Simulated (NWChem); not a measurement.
System: C$_{2}$H$_{2}$F$_{2}$; SMILES F/C=C\F

The following NWChem deck was run.

```
start job
memory heap 200 mb stack 900 mb global 1100 mb
geometry units angstroms noautoz
  F     -1.390480     0.000000     0.557303
  C     -0.663844     0.000000    -0.571349
  C      0.663844     0.000000    -0.571349
  F      1.390480     0.000000     0.557303
  H     -1.249322     0.000000    -1.483853
  H      1.249322     0.000000    -1.483853
end
basis spherical
  * library def2-svp
end
dft
  xc xwpbe 1.00 cpbe96 1.0 hfexch 1.00
  cam 0.3 cam_alpha 0.0 cam_beta 1.0
  iterations 150
  vectors input atomic output neutral.movecs
end
task dft energy
charge 1
dft
  odft
  mult 2
  vectors input atomic output cation.movecs
end
task dft energy
```

Structure relaxed at the B3LYP/6-31G* (spherical d) level.

Ions are spin-unrestricted doublets at the neutral geometry; other ion states weren't tried. Functional: LC-ωPBE (HJS hole) with def2-SVP; the question gives the range parameter ω in 1/bohr.

**Question.** What results follow from this input? (LC-wPBE (HJS exchange hole, range parameter 0.3 per bohr)/def2-SVP, vertical spin-unrestricted ions.) Quantities: vertical ionisation energy, ΔSCF (eV); −ε(HOMO) (eV).

**Answer.** The vertical ionisation energy, ΔSCF (eV) is 10.22 and the −ε(HOMO) (eV) comes out as 9.59.
